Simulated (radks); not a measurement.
Initial-state core-level shifts of the dysprosium ion Dy2+ when its valence configuration changes from [Xe] 4f10. Method: scalar-relativistic Kohn-Sham, PBE, spin-unpolarised, spherical densities, point nucleus; computed with a radial shooting solver on a logarithmic mesh with Libxc functionals. Shifts are changes of the shell-averaged eigenvalues in eV (positive: less bound).

[
 {"valence": "4f9 6p1", "1s": "-10.493", "2p": "-11.007", "3s": "-11.843", "4p": "-11.351"},
 {"valence": "4f9.5 6s0.5", "1s": "-4.378", "2p": "-4.621", "3s": "-5.012", "4p": "-4.805"},
 {"valence": "4f9 5d1", "1s": "-6.623", "2p": "-7.043", "3s": "-7.954", "4p": "-7.439"},
 {"valence": "4f8 6p2", "1s": "-22.483", "2p": "-23.656", "3s": "-25.567", "4p": "-24.204"},
 {"valence": "4f9 5d0.5 6s0.5", "1s": "-7.886", "2p": "-8.355", "3s": "-9.234", "4p": "-8.728"},
 {"valence": "4f9.5 6p0.5", "1s": "-5.027", "2p": "-5.265", "3s": "-5.651", "4p": "-5.448"},
 {"valence": "4f8 6s1 6p1", "1s": "-21.258", "2p": "-22.438", "3s": "-24.351", "4p": "-22.987"},
 {"valence": "4f9 6s1", "1s": "-9.209", "2p": "-9.732", "3s": "-10.575", "4p": "-10.075"}
]
